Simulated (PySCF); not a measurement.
Si(H)(Cl)(Br)(vinyl) (C₂H₄BrClSi), SMILES C=C[SiH](Cl)Br.

Geometry optimised at PBE-D3(BJ)/def2-SVP. The values are those of a single conformer.

Calculation: HF/def2-TZVP (PySCF).

The molecule is in vacuum.

Question: Estimate the frontier levels, gap, dipole moment and polarisability. (The exact figures need the calculation; the answer reports its results.)

Answer: 
```json
{
 "highest_occupied_level": "-10.85 eV",
 "lowest_empty_level": "2.50 eV",
 "orbital_gap": "13.35 eV",
 "dipole_moment": "2.34 D",
 "quadrupole, principal values (traceless, Buckingham form, about the centre of nuclear charge)": "-6.31, 0.85, 5.46 D·Å",
 "mean_static_polarisability": "75.5 bohr³ (11.19 Å³)",
 "polarisability_principal_values": "59.5, 77.4, 89.6 bohr³"
}
```
